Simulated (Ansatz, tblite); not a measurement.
Cost and result up the ladder for GaCl2H (GaHCl₂) (4 atoms). Total charge 0; singlet. Geometry: PBE-D4/def2-TZVP.

```xyz
4

Ga    0.008    0.138   -0.127
Cl   -1.593   -1.289   -0.073
Cl    1.512   -0.131    1.378
H     0.073    1.282   -1.178
```

Ansatz on 4 threads of Arm Neoverse V1 on a shared host; xTB runs through tblite on one thread. Times are rough, summed over both states, and most runs start from the orbitals of an earlier one. PBE0-D4/def2-TZVP serves as the yardstick here, not as an exact answer. The other state is a triplet.

The xTB rows come from tblite. HOMO above LUMO, or a gap near zero within one spin, warns that the state may not be the lowest or that an electron is smeared out.

xTB has no spin-polarisation term.

```
              level  functions  wall time  vertical triplet (eV)  difference from PBE0-D4/def2-TZVP (eV)                                  remarks
           GFN2-xTB         28    0.007 s                   4.75                                   -0.96                                        –
           GFN1-xTB         29    0.008 s                   6.43                                    0.71                                        –
   PBE-D4/def2-TZVP        128      3.3 s                   5.26                                   -0.45  gap within one spin near zero (triplet)
r2SCAN-D4/def2-TZVP        128      7.6 s                   5.42                                   -0.30                                        –
  PBE0-D4/def2-TZVP        128      9.6 s                   5.72                                    0.00                                        –
```
